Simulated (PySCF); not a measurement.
## Worked example: chemical shift, span and skew from a shielding tensor

ClH7Si3, SMILES [SiH3][SiH2][SiH2]Cl. Atoms are numbered in the order given.

```xyz
11

Si    -2.2028     0.1566     0.5104
Si    -0.2896     1.4843     0.1781
Si     1.5626     0.0422     0.1895
Cl     0.9805    -1.6513    -0.8996
H     -1.9945    -0.7142     1.7040
H     -3.4039     1.0127     0.7392
H     -2.4291    -0.6965    -0.6896
H     -0.3644     2.1881    -1.1372
H     -0.1422     2.5051     1.2604
H      1.8993    -0.3950     1.5735
H      2.7833     0.6080    -0.4492
```
Charge 0, spin multiplicity 1.

Geometry: B3LYP-D3(BJ)/def2-SVP. Other conformers were not sampled.

GIAO shieldings from PySCF with PBE/pcSseg-1, non-relativistic, no solvent. The symmetric part of the tensor of Si1 has the principal values 443.1, 445.8, 451.3 ppm. The same nucleus in TMS has σ = 335.4 ppm at this level (PySCF, at its B3LYP-D3(BJ)/def2-TZVP geometry). Without spin–orbit terms, shifts of atoms bonded to Cl or Br come out too high.

Problem. Work out the isotropic shielding, the ²⁹Si shift against TMS, the span and the skew.

Solution. 
σ(iso) = (σ11 + σ22 + σ33)/3 = 446.7 ppm. δ = σ(ref) − σ(iso) = 335.4 − (446.7) = -111.3 ppm.
Span Ω = σ33 − σ11 = 8.2 ppm. Skew κ = 3(σ(iso) − σ22)/Ω = 0.34. Tumbling in solution averages the tensor to δ; in a static solid the shielding alone would spread this spin-1/2 line over Ω.
